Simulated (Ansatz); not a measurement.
BiH3OTe2, SMILES [OH][Bi]([TeH])[TeH].

Coordinates come from a PBE0-D3(BJ)/def2-SVP optimisation. The structure was generated by enumeration; whether it is a known compound was not checked. The def2 effective core potentials stand for the cores of Bi, Te; spin–orbit coupling is left out. The values are those of a single conformer.

Two levels are set side by side: PBE/def2-SVPD (Ansatz, a first-principles code) and PBE0/def2-SVPD (Ansatz). Energy differences of separate SCF runs at the same geometry; the states with an electron removed or added have multiplicity 2 and 2. Differences are taken from unrounded values.

```csv
quantity,PBE0,PBE,PBE minus PBE0
vertical ionisation energy (eV),8.16,7.86,-0.31
vertical electron affinity (eV),0.81,0.80,-0.01
vertical singlet–triplet gap (eV),2.96,2.73,-0.23
```
